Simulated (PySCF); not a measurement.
iodoethane (C2H5I), SMILES ICC. Atoms are numbered in the order given.

```xyz
8

C     -0.4244     2.4145     0.0000
C      0.6907     1.3989     0.0000
I     -0.0402    -0.6392     0.0000
H     -1.0624     2.3176     0.8903
H      0.0080     3.4294     0.0000
H     -1.0624     2.3176    -0.8903
H      1.3252     1.4657     0.8928
H      1.3252     1.4657    -0.8928
```
Charge 0, spin multiplicity 1.

The structure is a stationary point at PBE0-D3(BJ)/def2-SVP. The def2 effective core potentials stand for the cores of I; spin–orbit coupling is left out.

All values below come from PBE/def2-TZVPD (PySCF).

Mulliken values depend strongly on the basis, most of all with diffuse functions as here. ESP charges are fitted to the potential on shells at 1.4 to 2.0 van der Waals radii. Atomic charges (e):

```csv
atom,ESP fit,Mulliken
C1,-0.20,-0.72
C2,-0.23,-0.38
I3,-0.14,-0.11
H4,0.09,0.25
H5,0.09,0.21
H6,0.09,0.25
H7,0.15,0.25
H8,0.15,0.25
```
